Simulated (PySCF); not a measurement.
# Pd⁺ (palladium, charge +1): UHF calculation

Configuration: [Kr] 4d9, 2D determinant. All numbers are calculated (PySCF 2.14, a scalar-relativistic core potential, in cc-pVDZ-PP with ECP28MDF (4s4p3d1f, 38 functions)).

```
Total energy                                                  : -126.376248 hartree
One-electron energy                                           : -220.2473 hartree
Hartree (Coulomb) energy                                      : 105.6943 hartree
Exchange energy                                               : -11.8232 hartree
⟨S²⟩                                                          : 0.7558
⟨L²⟩                                                          : 6.035
Sum of ⟨r⟩                                                    : 21.41 bohr
Sum of ⟨r²⟩                                                   : 32.50 bohr²
Traceless quadrupole moment −½Σ⟨3z² − r²⟩ along its main axis : -0.693 e·bohr²
Time after the integrals                                      : 0.15 s of wall time on 1 thread of Neoverse-V1 (shared host)
```

| shell | electrons | mean orbital energy (hartree) | spread (hartree) | rms radius, mean of both spins (bohr) |
| --- | --- | --- | --- | --- |
| 4s α | 1 | -4.32956 | 0 | 1.02 |
| 4s β | 1 | -4.25589 | 0 | 1.02 |
| 4p α | 3 | -2.89543 | 0.06281 | 1.13 |
| 4p β | 3 | -2.80458 | 0.04168 | 1.13 |
| 4d α | 5 | -0.77584 | 0.07406 | 1.59 |
| 4d β | 4 | -0.73512 | 0.05535 | 1.59 |

Energies and moments cover only the electrons outside the core potential.
